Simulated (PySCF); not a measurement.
# Structure from NMR data

Molecular formula: C6H9N3. Simulated spectra:

¹H NMR (300 MHz, computed): δ 7.06 (m, 1H), 6.68 (m, 1H), 5.63 (m, 1H), 4.00 (s, 3H), 2.37 (s, 3H).

¹³C{¹H} NMR (computed): δ 148.0 (C), 134.9 (C), 130.3 (CH), 121.5 (CH2), 34.6 (CH3), 9.7 (CH3).

No relativistic terms, a single conformation, averaged over atoms made equivalent by symmetry, fast rotation or ring inversion, no solvent model. Structure optimised with GFN2-xTB; NMR shieldings at PBE0/pcSseg-1/GIAO; PySCF.

Chemical shifts δ = σref − σ; ¹H, ¹³C against TMS, all at this level.

Q: Deduce the structure.

A: 
1. Rings plus π bonds: 4 (1 ring in the answer).
2. 6 carbon signals for 6 carbons: no two carbons are equivalent.
3. Carbon types of the structure: 2 × C, 1 × CH, 1 × CH2, 2 × CH3, which accounts for all hydrogens.
4. δC 148.0, 134.9: substituted aromatic carbon next to a ring nitrogen.
5. δC 130.3: alkene CH; an sp2 carbon of a C=C bond.
6. δC 121.5: terminal =CH2 carbon; the olefinic region.
7. δC 34.6: methyl carbon bonded to N; deshielded by the electronegative neighbour.
8. δH 7.06, 5.63: hydrogen on a terminal =CH2 carbon; olefinic region.
9. δH 6.68: hydrogen on an alkene CH; olefinic region.
10. δH 4.00: hydrogen on a methyl carbon bonded to N; its carbon carries N, an electronegative neighbour.

The compound is `C=Cc1nnn(C)c1C`.

The data come from this structure; uniqueness wasn't tested.

Shifts are as computed. Against solution values, carbons near 30 ppm lie about +3 ppm off and those near 130 ppm about +5 ppm. Of 1211 compounds with measured shifts, 218 miss one by over three times the rms of a fit or turn the order of signals round; such compounds aren't used in these exercises. Multiplicities follow the n + 1 count of equivalent neighbours, as no J values were calculated; m marks all less simple cases, F and P coupling included.
